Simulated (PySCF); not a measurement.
# From computed data to an observable: entropy of an ideal gas

SnF2Cl2, SMILES [F][Sn]([F])([Cl])[Cl].

Geometry optimised at r2SCAN-D4/def2-SVP. The def2 effective core potentials stand for the cores of Sn; spin–orbit coupling is left out.

r2SCAN-D4/def2-SVP (PySCF) gives the harmonic wavenumbers 100, 121, 137, 168, 170, 381, 415, 655, 671 cm⁻¹ and the rotational temperatures 0.0993, 0.0688, 0.0578 K. The molar mass is 227.61 g/mol, the symmetry number 2, the spin multiplicity 1.

Work out the entropy at 298.15 K and 1 atm in the rigid-rotor, harmonic-oscillator model.


Translation (Sackur–Tetrode at 1 atm): S = R[1.5 ln M + 2.5 ln T − 1.16487] = 176.4 J/(mol K).
Rotation: q = (√π/σ) T^1.5/√(θA θB θC) = 230000, S = R[ln q + 3/2] = 115.1 J/(mol K).
Vibration: with u = 1.4388 ν/T, each mode gives R[u/(e^u − 1) − ln(1 − e^−u)]:
```tsv
ν (cm⁻¹)	modes	u	S (J/(mol K))
100	1	0.48	14.45
121	1	0.58	12.90
137	1	0.66	11.90
168	1	0.81	10.28
170	1	0.82	10.19
381	1	1.84	4.33
415	1	2.00	3.80
655	1	3.16	1.52
671	1	3.24	1.43
```
These are all the modes. Sum 70.8 J/(mol K).
Spin: R ln 1 = 0.0 J/(mol K).
Total 362.4 J/(mol K); the program's own thermochemistry gives 362.4. Translation makes up 49 % and vibration 20 %. Anharmonicity, hindered rotation and orbital degeneracy are left out.
